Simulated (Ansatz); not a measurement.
`C=C[SiH2]Br` and `C=C[SiH2][AlH2]` differ in one atom or group.

Ansatz, PBE0-D4/def2-TZVP geometries, multiplicity 1. Each molecule was computed in one conformer, which needn't be the lowest.

Scalar relativity is left out up to krypton. Spin–orbit coupling is left out; it splits and shifts lone-pair levels of the heavy atoms by tenths of an eV.

```tsv
property	`C=C[SiH2]Br`
HOMO–LUMO gap (ωB97M-V/def2-TZVPP) / eV	11.43
size of the dipole moment (PBE/def2-TZVPP) / D	1.94
HOMO energy (PBE0/def2-TZVPP) / eV	-8.19
LUMO energy (PBE/def2-TZVPP) / eV	-1.99
size of the dipole moment (ωB97M-V/def2-TZVPP) / D	2.08
LUMO energy (ωB97M-V/def2-TZVPP) / eV	1.05
```

What does the change do to each property? (Best estimate.)

Computed: 
```csv
property,`C=C[SiH2][AlH2]`,shift
HOMO–LUMO gap (ωB97M-V/def2-TZVPP) / eV,8.69,-2.74
size of the dipole moment (PBE/def2-TZVPP) / D,0.58,-1.36
HOMO energy (PBE0/def2-TZVPP) / eV,-7.09,1.10
LUMO energy (PBE/def2-TZVPP) / eV,-2.78,-0.79
size of the dipole moment (ωB97M-V/def2-TZVPP) / D,0.57,-1.51
LUMO energy (ωB97M-V/def2-TZVPP) / eV,-0.37,-1.42
```

With PBE0 the HOMO rises by 1.10 eV and the LUMO falls by 1.00 eV, so the gap narrows by about 2.10 eV. PBE moves the HOMO by 0.89 eV and ωB97M-V by 1.32 eV. The zero-point energy changes by 30.0 kJ/mol with +6 modes. Dipoles are sizes alone; their direction can turn.
